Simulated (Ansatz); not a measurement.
```xyz
7

F     1.979    0.853   -0.428
B     0.942    0.065   -0.435
B    -0.233   -0.887   -0.482
C    -0.490    0.262    0.426
H    -0.921   -1.806   -0.752
H    -1.418    0.386    0.983
H     0.141    1.126    0.688
```

Charge 0, multiplicity 1.

(1) List the ωB97M-V/def2-TZVPP orbital energies in eV (Ansatz 0.2.0). (Best estimate.)

Results:

(1) The calculation gave: Occupied: -678.78, -282.07, -190.11, -187.12, -37.70, -23.96, -18.85, -17.54, -16.88, -16.46, -15.23, -12.97, -10.32, -10.25. Lowest empty: 1.33, 1.99, 2.53, 3.01, 3.04, 3.78, 4.38, 4.55.
